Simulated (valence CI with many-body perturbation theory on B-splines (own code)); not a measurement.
## Hyperfine factors and g values of Ga XXVII

Calculated by valence CI with perturbative core correlation (CI+MBPT): three valence electrons over a frozen Dirac-Fock core [He], radial functions for each j: 11 s, 11 p, 9 d, 7 f, 5 g, 2 h, 1 i, with the one-electron correlation potential Σ1 (screened to all orders), the two-electron term Σ2, the three-electron term Σ3, Breit, model QED; selected single and double excitations, second order for the rest (own B-spline code, finite nucleus).

No measured spectrum was set against this ion. As an estimate, large intervals hold to a few tenths of a per cent, small ones and those within an open d or f shell to about a per cent.

A/g_I is the dipole constant over the nuclear g factor μ/I (μ in nuclear magnetons, uniformly magnetised nucleus), B/Q the quadrupole constant per barn. Both hold the static response of the core; the bare values leave it out. Large factors of s and p1/2 electrons are usually good to 5 to 10 %; those of open d and f shells near neutrality can be off by tens of per cent, and small factors of p3/2, d and f electrons come from cancelling terms and can be off by a factor of two or in sign, in half-filled shells by more. B is blank for J = 1/2, where it vanishes, and for nearly pure S terms. Energies count from the lowest level.

Names give the largest LS component (configuration and term), which can be under half, so a name can repeat, a term be missing and a line seem to break the LS rules; names also repeat where a configuration has a term twice. Letters in brackets count levels of one name in rising energy.

| Level | E (× 10³ cm⁻¹) | g | A/g_I (MHz) | A/g_I bare | B/Q (MHz/b) | B/Q bare |
| --- | --- | --- | --- | --- | --- | --- |
| 2s²2p ²P°_1/2 | 0.00 | 0.658 | 286000 | 282000 |  |  |
| 2s²2p ²P°_3/2 | 256.27 | 1.328 | 52200 | 54600 | 95900 | 96300 |
| 2s2p² ⁴P_1/2 | 542.94 | 2.578 | 617000 | 611000 |  |  |
| 2s2p² ⁴P_3/2 | 684.54 | 1.716 | 228000 | 228000 | 77400 | 77700 |
| 2s2p² ⁴P_5/2 | 780.39 | 1.530 | 246000 | 245000 | -54400 | -54600 |
| 2s2p² ²D_3/2 | 1030.6 | 0.856 | -23600 | -19900 | 113000 | 113000 |
| 2s2p² ²D_5/2 | 1116.9 | 1.259 | 243000 | 239000 | 151000 | 151000 |
| 2s2p² ²P_1/2 | 1131.1 | 1.111 | 95100 | 94100 |  |  |
| 2s2p² ²S_1/2 | 1404.9 | 1.631 | 784000 | 765000 |  |  |
| 2s2p² ²P_3/2 | 1417.3 | 1.279 | -80500 | -73100 | -74900 | -75100 |
| 2p³ ⁴S°_3/2 | 1704.1 | 1.747 | 14800 | 24100 | 34600 | 34700 |
| 2p³ ²D°_3/2 | 1909.5 | 1.115 | 28200 | 30000 | 67600 | 67800 |
| 2p³ ²D°_5/2 | 1976.2 | 1.194 | 95200 | 97500 | -710 | -712 |
| 2p³ ²P°_1/2 | 2148.6 | 0.658 | 287000 | 281000 |  |  |
| 2p³ ²P°_3/2 | 2315.5 | 1.257 | 51400 | 54700 | -101000 | -101000 |
| 2s²3s ²S_1/2 | 12107 | 1.999 | 259000 | 255000 |  |  |
| 2s²3p ²P°_1/2 | 12331 | 0.666 | 76300 | 75400 |  |  |
| 2s²3p ²P°_3/2 | 12403 | 1.334 | 32600 | 33000 | 29200 | 29200 |
| 2s2p3s ⁴P°_1/2 | 12551 | 2.558 | 543000 | 533000 |  |  |
| 2s²3d ²D_3/2 | 12604 | 0.798 | 11100 | 11100 | 5430 | 5520 |
| 2s2p3s ⁴P°_3/2 | 12605 | 1.670 | 410000 | 403000 | -56300 | -56500 |
| 2s²3d ²D_5/2 | 12626 | 1.198 | 4350 | 4340 | 7410 | 7550 |
| 2s2p3s ²P°_1/2 [a] | 12685 | 0.725 | 288000 | 284000 |  |  |
| 2s2p3p ⁴D_1/2 | 12745 | 0.199 | -64600 | -62400 |  |  |
| 2s2p3p ⁴D_3/2 | 12794 | 1.219 | 334000 | 329000 | -39400 | -39600 |
| 2s2p3s ⁴P°_5/2 | 12799 | 1.595 | 264000 | 261000 | 98200 | 98600 |
| 2s2p3p ⁴P_3/2 [a] | 12859 | 1.471 | 89500 | 88900 | 12300 | 12400 |
| 2s2p3p ²P_1/2 [a] | 12886 | 1.246 | 393000 | 386000 |  |  |
| 2s2p3s ²P°_3/2 [a] | 12887 | 1.367 | 278000 | 275000 | 80400 | 80700 |
| 2s2p3p ⁴P_1/2 | 12895 | 2.015 | 43400 | 44000 |  |  |
| 2s2p3p ⁴D_5/2 | 12896 | 1.381 | 204000 | 202000 | -6020 | -6050 |
| 2s2p3p ²D_3/2 [a] | 12935 | 1.244 | 121000 | 120000 | 31200 | 31300 |
| 2s2p3d ⁴F°_3/2 | 12997 | 0.489 | -87100 | -85100 | 14400 | 14500 |
| 2s2p3d ⁴F°_5/2 | 13032 | 1.085 | 98200 | 96700 | -7790 | -7730 |
| 2s2p3p ⁴P_3/2 [b] | 13051 | 1.532 | 299000 | 296000 | 65800 | 66000 |
| 2s2p3p ⁴P_5/2 | 13071 | 1.424 | 227000 | 225000 | 57100 | 57300 |
| 2s2p3p ⁴D_7/2 | 13075 | 1.425 | 159000 | 158000 | 127000 | 127000 |
| 2s2p3d ⁴P°_5/2 | 13081 | 1.388 | 145000 | 142000 | 1030 | 1110 |
| 2s2p3d ⁴F°_7/2 | 13090 | 1.272 | 143000 | 141000 | -30200 | -30200 |
| 2s2p3d ⁴D°_3/2 | 13099 | 1.305 | 49100 | 48000 | 17600 | 17700 |

Take the isotope of mass number 69, with I = 3/2, μ = 2.01502 μN and Q = 0.171 b. What is the hyperfine structure of 2s2p² ²P_1/2?

From the table A = 128000 MHz. Shifts from the centre of gravity in MHz: F = 1: -160000, F = 2: 96000.
